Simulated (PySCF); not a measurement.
# Computed records: AlBH₂N

All values are calculated (PySCF 2.14.0). Calculation on a computer-drawn molecule: vertical ionisation energy to the stated ion spin, frozen-core CCSD(T) at the basis limit and cheaper methods, single-reference cases, UHF for radicals, no spin-orbit; all values are single points at the evaluated structure, the first of each entry, which is the reference or a displaced copy of it and isn't optimised; the reference structure only sets the zero of the energies above reference; triples share is (T) over the correlation energy.

Common to all runs: charge 1; multiplicity 1; ion multiplicity 2; diffuse functions no; basis cc-pV(n+d)Z; reference is the Hartree-Fock double-zeta minimum; best is HF at quadruple zeta + MP2 correlation extrapolated from triple and quadruple zeta + CCSD(T) minus MP2 at triple zeta; basis step is the size of the change from the same recipe one zeta lower.

```json
{"entry": 1, "formula": "AlBH2N", "evaluated_structure": {"atoms_angstrom": [["B", 0.3723, -1.7837, -1.7375], ["N", 1.0295, -1.1677, -2.5092], ["Al", 1.8482, -0.424, -3.6855], ["H", -0.1289, -2.3298, -0.7575], ["H", 2.8257, 0.4223, -4.714]]}, "reference_structure": {"atoms_angstrom": [["B", 0.3987, -1.8317, -1.6182], ["N", 1.0675, -1.2171, -2.5047], ["Al", 1.9529, -0.4036, -3.6783], ["H", -0.2176, -2.3978, -0.8014], ["H", 2.7624, 0.3402, -4.7512]]}, "given": {"drawn_bonds_atom": [1, 2, 1, 3], "drawn_bonds_other_atom": [2, 3, 4, 5], "drawn_bonds_order": [1, 2, 1, 1]}, "results": {"ionisation_energy_best [eV]": 17.91, "ionisation_energy_basis_step [eV]": 0.8047, "energy_above_reference_best [kcal/mol]": 15.18, "energy_above_reference_basis_step [kcal/mol]": 0.9917, "triple_zeta_method": ["HF", "PBE", "r2SCAN", "B3LYP", "wB97X", "MP2", "CCSD", "CCSD(T)"], "triple_zeta_ionisation_energy [eV]": [16.11, 17.65, 17.69, 17.84, 17.73, 17.96, 17.62, 17.78], "triple_zeta_energy_above_reference [kcal/mol]": [13.45, 15.22, 14.65, 14.54, 14.23, 16.63, 15.26, 15.97], "ionisation_energy_Koopmans_at_triple_zeta [eV]": 18.31, "ionisation_energy_EOM_CCSD_at_triple_zeta [eV]": 17.79, "total_energy_HF_triple_zeta [hartree]": -322.0216, "total_energy_CCSD(T)_triple_zeta [hartree]": -322.3817, "total_energy_best [hartree]": -322.4307, "T1_diagnostic_at_triple_zeta": 0.01302, "D1_diagnostic_at_triple_zeta": 0.02639, "ion_T1_diagnostic_at_triple_zeta": 0.013, "ion_D1_diagnostic_at_triple_zeta": 0.03253, "ion_spin_squared_at_triple_zeta": 0.7561, "triples_share_at_triple_zeta": 0.03995, "basis_functions_triple_zeta": 127}}
{"entry": 2, "formula": "AlBH2N", "evaluated_structure": {"atoms_angstrom": [["B", 0.2773, -1.7944, -1.6099], ["N", 1.1531, -1.2185, -2.4752], ["Al", 2.1224, -0.4106, -3.6486], ["H", -0.2958, -2.3875, -0.7969], ["H", 2.7073, 0.4079, -4.7335]]}, "reference_structure": {"atoms_angstrom": [["B", 0.3987, -1.8317, -1.6182], ["N", 1.0675, -1.2171, -2.5047], ["Al", 1.9529, -0.4036, -3.6783], ["H", -0.2176, -2.3978, -0.8014], ["H", 2.7624, 0.3402, -4.7512]]}, "given": {"drawn_bonds_atom": [1, 2, 1, 3], "drawn_bonds_other_atom": [2, 3, 4, 5], "drawn_bonds_order": [1, 2, 1, 1]}, "results": {"ionisation_energy_best [eV]": 16.57, "ionisation_energy_basis_step [eV]": 0.0189, "energy_above_reference_best [kcal/mol]": 7.79, "energy_above_reference_basis_step [kcal/mol]": 0.8894, "triple_zeta_method": ["HF", "PBE", "r2SCAN", "B3LYP", "wB97X", "MP2", "CCSD", "CCSD(T)"], "triple_zeta_ionisation_energy [eV]": [14.59, 16.62, 16.43, 16.48, 16.32, 16.65, 16.23, 16.43], "triple_zeta_energy_above_reference [kcal/mol]": [10.99, 6.969, 8.191, 8.394, 8.972, 6.829, 8.089, 7.13], "ionisation_energy_Koopmans_at_triple_zeta [eV]": 16.83, "ionisation_energy_EOM_CCSD_at_triple_zeta [eV]": 16.39, "total_energy_HF_triple_zeta [hartree]": -322.0255, "total_energy_CCSD(T)_triple_zeta [hartree]": -322.3957, "total_energy_best [hartree]": -322.4424, "T1_diagnostic_at_triple_zeta": 0.01719, "D1_diagnostic_at_triple_zeta": 0.03855, "ion_T1_diagnostic_at_triple_zeta": 0.01435, "ion_D1_diagnostic_at_triple_zeta": 0.03569, "ion_spin_squared_at_triple_zeta": 0.7581, "triples_share_at_triple_zeta": 0.04603, "basis_functions_triple_zeta": 127}}
{"entry": 3, "formula": "AlBH2N", "evaluated_structure": {"atoms_angstrom": [["B", 0.2773, -1.7944, -1.6099], ["N", 1.1531, -1.2185, -2.4752], ["Al", 2.1224, -0.4106, -3.6486], ["H", -0.2958, -2.3875, -0.7969], ["H", 2.6856, 0.3775, -4.6932]]}, "reference_structure": {"atoms_angstrom": [["B", 0.3987, -1.8317, -1.6182], ["N", 1.0675, -1.2171, -2.5047], ["Al", 1.9529, -0.4036, -3.6783], ["H", -0.2176, -2.3978, -0.8014], ["H", 2.7624, 0.3402, -4.7512]]}, "given": {"drawn_bonds_atom": [1, 2, 1, 3], "drawn_bonds_other_atom": [2, 3, 4, 5], "drawn_bonds_order": [1, 2, 1, 1]}, "results": {"ionisation_energy_best [eV]": 16.57, "ionisation_energy_basis_step [eV]": 0.01819, "energy_above_reference_best [kcal/mol]": 10.02, "energy_above_reference_basis_step [kcal/mol]": 0.935, "triple_zeta_method": ["HF", "PBE", "r2SCAN", "B3LYP", "wB97X", "MP2", "CCSD", "CCSD(T)"], "triple_zeta_ionisation_energy [eV]": [14.6, 16.63, 16.43, 16.49, 16.32, 16.65, 16.23, 16.44], "triple_zeta_energy_above_reference [kcal/mol]": [13.1, 9.389, 10.41, 10.52, 11.09, 8.964, 10.3, 9.363], "ionisation_energy_Koopmans_at_triple_zeta [eV]": 16.82, "ionisation_energy_EOM_CCSD_at_triple_zeta [eV]": 16.39, "total_energy_HF_triple_zeta [hartree]": -322.0222, "total_energy_CCSD(T)_triple_zeta [hartree]": -322.3922, "total_energy_best [hartree]": -322.4389, "T1_diagnostic_at_triple_zeta": 0.01712, "D1_diagnostic_at_triple_zeta": 0.03852, "ion_T1_diagnostic_at_triple_zeta": 0.01422, "ion_D1_diagnostic_at_triple_zeta": 0.03562, "ion_spin_squared_at_triple_zeta": 0.7581, "triples_share_at_triple_zeta": 0.04594, "basis_functions_triple_zeta": 127}}
{"entry": 4, "formula": "AlBH2N", "evaluated_structure": {"atoms_angstrom": [["B", 0.2773, -1.7944, -1.6099], ["N", 1.1531, -1.2185, -2.4752], ["Al", 2.1224, -0.4106, -3.6486], ["H", -0.2958, -2.3875, -0.7969], ["H", 2.7492, 0.4665, -4.8112]]}, "reference_structure": {"atoms_angstrom": [["B", 0.3987, -1.8317, -1.6182], ["N", 1.0675, -1.2171, -2.5047], ["Al", 1.9529, -0.4036, -3.6783], ["H", -0.2176, -2.3978, -0.8014], ["H", 2.7624, 0.3402, -4.7512]]}, "given": {"drawn_bonds_atom": [1, 2, 1, 3], "drawn_bonds_other_atom": [2, 3, 4, 5], "drawn_bonds_order": [1, 2, 1, 1]}, "results": {"ionisation_energy_best [eV]": 16.56, "ionisation_energy_basis_step [eV]": 0.02012, "energy_above_reference_best [kcal/mol]": 7.269, "energy_above_reference_basis_step [kcal/mol]": 0.8319, "triple_zeta_method": ["HF", "PBE", "r2SCAN", "B3LYP", "wB97X", "MP2", "CCSD", "CCSD(T)"], "triple_zeta_ionisation_energy [eV]": [14.59, 16.6, 16.42, 16.47, 16.31, 16.64, 16.22, 16.42], "triple_zeta_energy_above_reference [kcal/mol]": [10.85, 6.002, 7.656, 8.015, 8.664, 6.536, 7.602, 6.584], "ionisation_energy_Koopmans_at_triple_zeta [eV]": 16.84, "ionisation_energy_EOM_CCSD_at_triple_zeta [eV]": 16.39, "total_energy_HF_triple_zeta [hartree]": -322.0257, "total_energy_CCSD(T)_triple_zeta [hartree]": -322.3966, "total_energy_best [hartree]": -322.4433, "T1_diagnostic_at_triple_zeta": 0.01737, "D1_diagnostic_at_triple_zeta": 0.0386, "ion_T1_diagnostic_at_triple_zeta": 0.01466, "ion_D1_diagnostic_at_triple_zeta": 0.03583, "ion_spin_squared_at_triple_zeta": 0.7583, "triples_share_at_triple_zeta": 0.0462, "basis_functions_triple_zeta": 127}}
{"entry": 5, "formula": "AlBH2N", "evaluated_structure": {"atoms_angstrom": [["B", 0.2773, -1.7944, -1.6099], ["N", 1.1531, -1.2185, -2.4752], ["Al", 2.1224, -0.4106, -3.6486], ["H", -0.2958, -2.3875, -0.7969], ["H", 2.7492, 0.4665, -4.8112]]}, "reference_structure": {"atoms_angstrom": [["B", 0.3987, -1.8317, -1.6182], ["N", 1.0675, -1.2171, -2.5047], ["Al", 1.9529, -0.4036, -3.6783], ["H", -0.2176, -2.3978, -0.8014], ["H", 2.7624, 0.3402, -4.7512]]}, "given": {"drawn_bonds_atom": [1, 2, 1, 3], "drawn_bonds_other_atom": [2, 3, 4, 5], "drawn_bonds_order": [1, 2, 1, 1]}, "results": {"ionisation_energy_best [eV]": 16.56, "ionisation_energy_basis_step [eV]": 0.02012, "energy_above_reference_best [kcal/mol]": 7.269, "energy_above_reference_basis_step [kcal/mol]": 0.8319, "triple_zeta_method": ["HF", "PBE", "r2SCAN", "B3LYP", "wB97X", "MP2", "CCSD", "CCSD(T)"], "triple_zeta_ionisation_energy [eV]": [14.59, 16.6, 16.42, 16.47, 16.31, 16.64, 16.22, 16.42], "triple_zeta_energy_above_reference [kcal/mol]": [10.85, 6.002, 7.656, 8.015, 8.664, 6.536, 7.602, 6.584], "ionisation_energy_Koopmans_at_triple_zeta [eV]": 16.84, "ionisation_energy_EOM_CCSD_at_triple_zeta [eV]": 16.39, "total_energy_HF_triple_zeta [hartree]": -322.0257, "total_energy_CCSD(T)_triple_zeta [hartree]": -322.3966, "total_energy_best [hartree]": -322.4433, "T1_diagnostic_at_triple_zeta": 0.01737, "D1_diagnostic_at_triple_zeta": 0.0386, "ion_T1_diagnostic_at_triple_zeta": 0.01466, "ion_D1_diagnostic_at_triple_zeta": 0.03583, "ion_spin_squared_at_triple_zeta": 0.7583, "triples_share_at_triple_zeta": 0.0462, "basis_functions_triple_zeta": 127}}
```
